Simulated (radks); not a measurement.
Ca19+, configuration 1s1. Method: scalar-relativistic Kohn-Sham, PBE, spin-unpolarised, spherical densities, point nucleus; without spin polarisation the odd electron is poorly described; computed with a radial shooting solver on a logarithmic mesh with Libxc functionals.

Normalised radial functions P(r) = r R(r), r in bohr:

```
   r/bohr * 1s (the largest magnitude, 3.29, reaches the edge; | marks zero)
 0.004858 |             *
 0.005348 |              *
 0.005886 |               *
 0.006479 |                *
 0.007132 |                  *
 0.007851 |                   *
 0.008642 |                     *
 0.009513 |                       *
  0.01047 |                         *
  0.01153 |                           *
  0.01269 |                             *
  0.01397 |                               *
  0.01525 |                                 *
  0.01679 |                                   *
  0.01848 |                                      *
  0.02034 |                                        *
  0.02239 |                                          *
  0.02465 |                                            *
  0.02713 |                                              *
  0.02986 |                                                *
  0.03287 |                                                  *
  0.03618 |                                                    *
  0.03983 |                                                     *
  0.04384 |                                                      *
  0.04826 |                                                      *
   0.0527 |                                                      *
  0.05801 |                                                     *
  0.06386 |                                                    *
  0.07029 |                                                  *
  0.07737 |                                                *
  0.08517 |                                             *
  0.09375 |                                          *
   0.1032 |                                      *
   0.1136 |                                  *
    0.125 |                              *
   0.1376 |                         *
   0.1515 |                     *
   0.1668 |                 *
   0.1821 |             *
   0.2005 |          *
   0.2207 |       *
   0.2429 |     *
   0.2674 |   *
   0.2943 | *
    0.324 | *
   0.3566 |*
   0.3925 *
   0.4321 *
   0.4756 *
   0.5236 *
   0.5717 *
   0.6293 *
   0.6927 *
   0.7625 *
   0.8394 *
   0.9239 *
    1.017 *
```

1s: eigenvalue -5306.1 eV, 0 radial nodes, <r> = 0.0748 bohr, 90 % of the charge inside 0.133 bohr.
